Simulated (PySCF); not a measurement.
## Working out the excitation energy of Cl⁺

Cl⁺ [Ne] 3s2 3p4 (3P) → Cl⁺ [Ne] 3s1 3p5 (3P). All numbers are calculated (PySCF 2.14, the spin-free X2C one-electron Hamiltonian (Gaussian nucleus), in x2c-TZVPPall with one added diffuse shell each of s, p, d type (6s6p4d1f, 51 functions)). Frozen: 1s2. Energies in hartree (1 hartree = 27.21139 eV):

```json
{"part": "UHF", "Cl⁺ (lower)": "-460.456209", "Cl⁺ (upper)": "-459.924189"}
{"part": "MP2 opposite-spin", "Cl⁺ (lower)": "-0.208336", "Cl⁺ (upper)": "-0.253977"}
{"part": "MP2 same-spin", "Cl⁺ (lower)": "-0.079883", "Cl⁺ (upper)": "-0.084938"}
```

Task: What does Hartree-Fock give?

Result: (-459.924189) − (-460.456209) = 0.532020 hartree = 14.477 eV.

Task: What do MP2 and SCS-MP2 (6/5 opposite-spin, 1/3 same-spin) give?

Result: The opposite-spin parts differ by -1.242 eV and the same-spin parts by -0.138 eV. MP2: 14.477 + (-1.242) + (-0.138) = 13.097 eV. SCS-MP2: 14.477 + 1.2 × (-1.242) + (-0.138)/3 = 12.941 eV.

Measured between the centres of the two terms (NIST): 11.573 eV, so MP2 (valence and next inner shell) is off by 1.524 eV.

What remains against the reference includes basis incompleteness, the frozen core and correlation beyond second order.
